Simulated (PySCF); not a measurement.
Computed IR spectrum (relative IR intensity) of a molecule CH4ClFOSi2. The structure is a stationary point at B3LYP-D3(BJ)/def2-SVP. One conformer was computed; it need not be the lowest. Method: B3LYP-D3(BJ)/def2-SVP in PySCF. Frequencies are harmonic and unscaled.

Lines under 2 % of the strongest are left out, and lines within 2 cm⁻¹ are merged.

```tsv
ν (cm⁻¹)	relative intensity
67	3.2
98	3.0
302	9.5
417	6.4
445	6.5
538	26
606	56
692	57
724	17
738	14
817	66
828	68
849	12
926	100
1004	79
1250	2.4
2228	66
2263	81
3036	15
3098	6.0
```

Task: Which molecule gave these data?
(A) F[Si@H]1OC[Si@@H]1Cl
(B) O=C([SiH2]F)[SiH2]Cl
(C) F[Si@H]1C[Si@@H](Cl)O1
(D) O=C[Si@](F)([SiH3])Cl

Result: A, F[Si@H]1OC[Si@@H]1Cl
